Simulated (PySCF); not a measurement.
**Spin-Hamiltonian simulation**

Molecule: 2,2,3,3,3-pentafluoro-1-propanol (C(O)C(F)(F)C(F)(F)F, C$_{3}$H$_{3}$F$_{5}$O).

Bonds (- single, = double, # triple, : aromatic): O1-C2 1.388 Å, C2-C3 1.519 Å, C3-F4 1.357 Å, C3-F5 1.343 Å, C3-C6 1.537 Å, C6-F7 1.331 Å, C6-F8 1.331 Å, C6-F9 1.322 Å. O1 carries H10; C2 carries H11, H12.

No solvent, relativity neglected, a single conformation, fast rotation and ring inversion assumed for equivalent nuclei. PBE0-D3(BJ)/def2-SVP structure; GIAO PBE/pcSseg-2 shieldings; spin–spin couplings from B3LYP/pcJ-1 (spin–dipole term only in couplings to heteroatoms); PySCF 2.14.

δ = σ(ref) − σ, references computed at the same level: $^{1}$H vs TMS.

The 7-spin Hamiltonian (Zeeman plus full scalar coupling among like nuclei) was diagonalised exactly; lines are Lorentzian, 1.0 Hz wide, and the maxima above 3 % are listed with the tallest set to 100.

Peak list at 400 MHz for the spins F4/F5/F7/F8/F9/H11/H12:
δ in ppm (height): 4.065 (23), 4.063 (50), 4.060 (50), 4.057 (23), 4.024 (45), 4.022 (100), 4.019 (100), 4.016 (45), 3.983 (23), 3.980 (50), 3.977 (50), 3.975 (23)

Q: Extract the chemical shifts and coupling constants behind this pattern (give the signs of the calculation).

A: 
Shifts (ppm): F4/F5 -161.1, F7/F8/F9 -111.3, H11/H12 4.02.
Couplings (Hz): F4–F5: 238.1; F4–F7, F4–F8, F4–F9, F5–F7, F5–F8, F5–F9: -4.7; F4–H11, F4–H12, F5–H11, F5–H12: 16.5; F7–F8, F7–F9, F8–F9: 63.5; F7–H11, F7–H12, F8–H11, F8–H12, F9–H11, F9–H12: 1.2; H11–H12: -14.8.
These are the parameters used. A line list fixes at most the relative signs, and those only where coupling is strong; other parameter sets or atom labellings may fit too, and couplings well below the line width leave little trace.

OH and NH positions are those of a molecule without intermolecular hydrogen bonds; in solution they move with solvent, concentration and temperature, and exchange usually removes their couplings. Only one conformer was computed, so three-bond couplings in flexible chains and rings are approximate.
